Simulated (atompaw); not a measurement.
**S: one change to a PAW (atompaw) potential, before and after**

```json
{
 "Element": "S",
 "Generator": "atompaw 4.2.0.5",
 "Type": "PAW",
 "Functional": "PBEsol",
 "Relativity": "scalar-relativistic",
 "Frozen core": "[Ne]",
 "Valence charge": "6",
 "Reference configuration": "3s2 3p4",
 "Partial waves": "3s (bound): rc 1.30 bohr; 3s channel at 0.5 Ry: rc 1.40 bohr; 3p (bound): rc 1.40 bohr; 3p channel at -0.2 Ry: rc 1.40 bohr; 3d channel at 0.35 Ry: rc 1.40 bohr",
 "Local potential": "bessel scheme, radius 1.20 bohr",
 "Core correction": "smooth core density matched at 1.05 bohr",
 "Augmentation charge": "besselshape compensation charge, radius 1.20 bohr; PAW radius 1.40 bohr; waves and projectors: custom polynom2 7 10 vanderbiltortho"
}
```

Change: all radii scaled by about 1.10 (s 1.42, p 1.54, d 1.54 bohr); local potential bessel scheme, radius 1.32 bohr; augmentation besselshape compensation charge, radius 1.32 bohr; PAW radius 1.54 bohr; waves and projectors: custom polynom2 7 10 vanderbiltortho; core correction smooth core density matched at 1.14 bohr.

Cutoffs: the cutoffs (Ry, on a coarse ladder) from which the occupation-weighted sum of valence levels, in a spherical-Bessel basis at the reference potential, stays within 10 and 1 mRy of its value at 400 Ry; they do not see the model core or the augmentation charge, which bear on the density cutoff.

What does the change do?

The potential gets softer (18 Ry and 30 Ry → 18 Ry and 25 Ry); neither file shows a bound ghost. A larger radius leaves more room for a smooth pseudo-wave, so fewer plane waves are needed.

| quantity | base | changed |
| --- | --- | --- |
| cutoff, loose | 18 Ry | 18 Ry |
| cutoff, tight | 30 Ry | 25 Ry |
| loose cutoff by channel (10 mRy a level) | s 18 Ry, p 10 Ry | s 15 Ry, p 10 Ry |
| bound ghosts | none | none |
| lowest overlap eigenvalue by channel | s 0.11, p 0.69, d 1.00 | s 0.22, p 0.73, d 1.00 |

 The cutoffs see the waves, projectors and local potential, not the compensation charge or the core.
